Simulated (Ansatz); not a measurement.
The same path of ClF$_{3}$H$_{3}$O$_{2}$Ta (10 atoms, charge 0, multiplicity 1) was run twice with different band settings. Lost on the way: O8–H10. Made: F2–H10.

All numbers below come from Ansatz 0.2.0, RKS BHLYP-D4/def2-SVP.

Relaxed end points:

```xyz
10
Properties=species:S:1:pos:R:3
Ta -0.042 -0.028 -0.079
F 1.746 0.555 -0.257
F 0.451 -0.687 1.628
F -0.247 0.236 -1.932
O -0.908 1.487 0.489
H -1.368 2.246 0.824
Cl -1.798 -1.613 -0.125
O 1.094 -1.873 -0.738
H 0.729 -2.745 -0.578
H 2.043 -1.879 -0.599
```

```xyz
10
Properties=species:S:1:pos:R:3
Ta -0.411 -0.506 -0.171
F 1.797 0.377 -0.312
F 0.077 -1.075 1.572
F -0.359 0.008 -1.979
O -0.722 1.229 0.430
H -0.356 2.047 0.753
Cl -2.457 -1.530 -0.212
O 0.939 -1.833 -0.710
H 1.179 -2.534 -0.103
H 2.014 -0.486 -0.636
```

Common settings: movable images 7; climbing image yes; optimiser quadratic models (default); start path through a guess of the saddle point; force threshold 0.05 eV/Å; iteration limit 60; end points relaxed.

| run | spring |
| --- | --- |
| 1 | 5.0 eV/Å² |
| 2 | 50.0 eV/Å² |

(1) What does each run give, and how far can it be trusted?

## Answers

(1) Run 1: converged after 23 iterations, highest image 1.100 eV above the first end. A vibrational analysis at the climbing image gives one clearly imaginary mode, 530i cm⁻¹: a first-order saddle point.
Run 2: converged after 40 iterations, highest image 1.100 eV above the first end. Beside the main top the profile has a ripple of under 15 meV (maxima at images 2, 6), which may be a very shallow well or noise. Another band between the same ends (7 images) ends at a top of the same energy, where a vibrational analysis finds 1 clearly imaginary mode.
The orbitals stay closed-shell, which can raise the energy where a bond breaks towards radicals; this wasn't checked here.
